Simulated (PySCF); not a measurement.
Compound: C6H14AlB.
SMILES: `CB(C)[C@@H]1[AlH][CH2]CC1`

Computed, not measured: PySCF 2.14.0, density-fitted response routines, TDDFT B3LYP/def2-SVPD, vertical, gas phase, core orbitals frozen in the response. The structure is a single PBE0-D3(BJ)/def2-SVP conformer in the gas phase; no vibrational or solvent corrections.

```csv
state,E (eV),λ (nm),ν̃ (cm⁻¹),f,|μ| (D),"main configurations (H = HOMO, L = LUMO)"
S1,4.34,286.0,34970,0.0087,0.73,H→L (99%)
S2,4.92,251.9,39690,0.0006,0.18,H-1→L (98%)
S3,5.66,219.1,45640,0.0014,0.25,H-2→L (97%)
S4,5.86,211.5,47280,0.0019,0.29,H-3→L (90%)
S5,5.96,208.0,48080,0.048,1.46,H→L+1 (93%)
S6,6.41,193.5,51690,0.109,2.12,H→L+2 (85%)
S7,6.47,191.5,52220,0.027,1.04,H→L+3 (94%)
S8,6.56,188.9,52930,0.0020,0.28,H-4→L (97%)
S9,6.63,187.0,53480,0.023,0.95,H-1→L+1 (90%)
S10,6.84,181.4,55140,0.0070,0.52,"H→L+4 (52%), H-1→L+2 (39%)"
```

Triplets, Tamm–Dancoff:

```tsv
state	E (eV)	λ (nm)	main configurations (H = HOMO, L = LUMO)
T1	4.01	309.6	H→L (98%)
T2	4.61	268.9	H-1→L (95%)
T3	5.53	224.3	H-2→L (92%)
T4	5.57	222.7	H→L+2 (58%), H→L+1 (16%), H-3→L (14%)
```

The lowest singlet comes at 286 nm (418 kJ/mol) in the ultraviolet; it is weak; its leading configuration is HOMO→LUMO (99%). The most intense listed level is S6 at 6.41 eV (193 nm, f = 0.109), 2.07 eV above S1. Löwdin shares by element: HOMO carbon 49% or more, aluminium 15%, boron 10% (atoms not listed hold the other 26%); LUMO aluminium 48%, carbon 18% or more, hydrogen 10% or more (atoms not listed hold the other 23%). Of the 10 states listed, 4 reach f = 0.01 and none stays under 0.0005. Weighted by f, the mean energy of these states is 6.27 eV. Orbital energies (eV): HOMO-3 -8.35, HOMO-2 -8.07, HOMO-1 -7.49, HOMO -6.88, LUMO -1.49, LUMO+1 -0.09, LUMO+2 0.29. No computed singlet lies in the visible range (380 to 750 nm); the lowest, at 286 nm, stands 1.07 eV above its violet end (3.26 eV). The vertical ionisation energy (ΔSCF) is 8.77 eV, 1.93 eV above S10. Only the lowest 10 singlets were computed, as vertical energies without vibronic structure.

Time: 6.4 min; peak memory 1.1 GiB. Hardware: Arm Neoverse V2, one thread, no GPU, shared host with 48 logical CPUs at a one-minute load of 25.
